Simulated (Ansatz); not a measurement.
Consider the atomization: `C=C(F)[SiH](O)F` → 2 C• + 2 F• + 4 H• + O• + Si•.

Computed with Ansatz on PBE0-D4/def2-TZVP structures; ΔE is electronic, products minus reactants. CCSD(T)/CBS is the MP2 limit (def2-TZVPP, def2-QZVPP) plus CCSD(T) − MP2 in def2-TZVPP, frozen cores. This one scheme is used for every species, atoms too. Functionals use def2-TZVPP. Open shells (•) are unrestricted, without spin–orbit coupling. Spin–orbit coupling would lower the free atoms: a little for C, F, O, Si. One conformer a species, not always the lowest.

```csv
level,ΔE (kJ/mol)
r2SCAN,4126.1
CCSD(T)/def2-SVP,3843.2
```

Task: What does CCSD(T)/CBS give? (Best estimate.)

Result: The calculation gave: +4128.1 kJ/mol. The listed levels differ from it by -2.0, -284.9 kJ/mol.

Largest T1 diagnostic among the species: 0.012.

From PBE to PBE0 (25 % exact exchange), in def2-TZVPP and without D4, ΔE moves by −105.5 kJ/mol: exact exchange takes away binding that semilocal exchange gives to molecules. At CCSD(T), def2-SVP lies −284.9 kJ/mol from the extrapolated value and def2-TZVPP −119.7 kJ/mol: correlation converges slowly with the basis, and small sets miss more of it in the bonded molecule than in its fragments.

For atomizations the MP2-based limit and the directly extrapolated one differ by several kJ/mol either way, and by 10 to 25 for some Ge, Se and Sn compounds, so smaller differences from it don't rank the levels.
